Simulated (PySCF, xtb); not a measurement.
2-methylazaborolidine (C4H10BN), SMILES CB1CCCN1. The values are those of a single conformer.

Harmonic wavenumbers (cm⁻¹) from GFN2-xTB in xtb at its own minimum, in rising order: 60, 130, 194, 249, 355, 512, 610, 631, 734, 801, 851, 860, 893, 963, 997, 1038, 1101, 1129, 1153, 1188, 1210, 1237, 1270, 1306, 1320, 1394, 1464, 1483, 1492, 1501, 1502, 1513, 2871, 2929, 2961, 2983, 2997, 3010, 3018, 3027, 3034, 3465.

**Question.** What does PBE0-D3(BJ)/def2-SVP run with PySCF 2.14.0 give at its own minimum? (Estimate from the structure and the level; the computed values follow.)

**Answer.** 107, 161, 221, 269, 392, 526, 591, 642, 742, 798, 829, 856, 905, 927, 992, 1019, 1095, 1097, 1170, 1222, 1240, 1243, 1295, 1317, 1343, 1360, 1424, 1436, 1438, 1464, 1497, 1536, 3010, 3039, 3046, 3064, 3081, 3120, 3128, 3129, 3148, 3665. Paired by order, the mean absolute difference is 45 cm⁻¹ and the zero-point energies are 87.8 and 89.5 kcal/mol.
